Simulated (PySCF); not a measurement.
Radial density of Co²⁺ (cobalt, charge +2)

UHF, [Ar] 3d6 4s1, 4s spin antiparallel (an excited configuration). Calculation: PySCF 2.14, in aug-cc-pVTZ-DK (8s7p5d3f2g, 93 functions); the spin-free X2C one-electron Hamiltonian (Gaussian nucleus).

```tsv
r (bohr)	4πr²ρ (e/bohr)	4πr²(ρα − ρβ)
0.000997	0.2425	-0.0001
0.00168	0.6096	-0.0003
0.00282	1.500	-0.0008
0.00474	3.560	-0.0018
0.00798	7.955	-0.0040
0.0134	15.96	-0.0077
0.0226	26.60	-0.0115
0.0380	32.74	-0.0085
0.0639	27.84	0.0088
0.107	27.60	0.0447
0.181	36.79	0.3039
0.304	20.94	1.5940
0.511	16.09	3.8201
0.860	15.07	3.7503
1.45	3.482	0.9136
2.43	0.6619	-0.4044
4.09	0.07588	-0.0744
6.88	0.0004256	-0.0004
```

Densities and radii are taken from the X2C orbitals without a picture-change correction, which distorts them close to the nucleus.

With the s spin flipped the determinant is a mixture of two multiplicities, not a spectroscopic state.
